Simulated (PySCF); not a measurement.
## State search for BiC⁺

Unrestricted PBE0; basis Bi cc-pVDZ-PP with ECP60, C cc-pVDZ; scalar-relativistic core potentials; PySCF 2.14. Outer shells of the fragments: Bi+ 5d10 6s2 6p2; C 2s2 2p2.

Followed along the bond (rough minima from three points):

| 2Ms+1 | unpaired | ⟨S²⟩ at the start | R at minimum (Å) | Te (eV) |
| --- | --- | --- | --- | --- |
| 3 | σ ↑, π ↑ | 2.08 | 2.05 | 0.00 |
| 3 | π ↑↑ | 2.00 | 2.19 | 0.21 |
| 1 | σ ↓, π ↑ | 1.02 | 2.05 | 0.40 |
| 1 | π ↑↓ | 1.00 | 2.19 | 0.45 |
| 5 | σ ↑, π ↑↑↑ | 6.00 | 2.30 | 0.78 |

Solutions found at the starting distance of 2.270 Å, counted from the lowest of them; the search is not exhaustive and high or unbound solutions are not listed, so other states can lie among these:

```csv
2Ms+1,unpaired,term,E (eV),⟨S²⟩,⟨Lz²⟩,μ (D)
3,π ↑↑,³Σ⁻,0.00,2.00,0.00,-0.47
1,π ↑↓,mixed,0.23,1.00,2.01,-0.48
3,"σ ↑, π ↑",mixed,0.34,2.08,1.16,-0.42
5,"σ ↑, π ↑↑↑",⁵Π,0.53,6.00,1.00,0.09
1,"σ ↓, π ↑",mixed,0.61,1.02,1.01,-0.42
1,none,mixed,0.91,0.00,2.00,-0.36
```

A term symbol is given only where ⟨S²⟩ and ⟨Lz²⟩ are close to those of a pure state; real π, δ and φ orbitals otherwise mix terms. A positive dipole points towards C; it is taken about the centre of mass and depends on that origin.

Compare the gap between the two lowest followed solutions at the starting distance with the gap between their minima.

At PBE0 the second solution (triplet, unpaired electrons π ↑↑) lies -0.34 eV from the first (triplet, unpaired electrons σ ↑, π ↑) at 2.270 Å and +0.21 eV at the minima; the two curves relax by different amounts, since their minima lie near 2.19 and 2.05 Å.

These are scalar-relativistic numbers at best; spin–orbit coupling would shift them, the dissociation energy most.
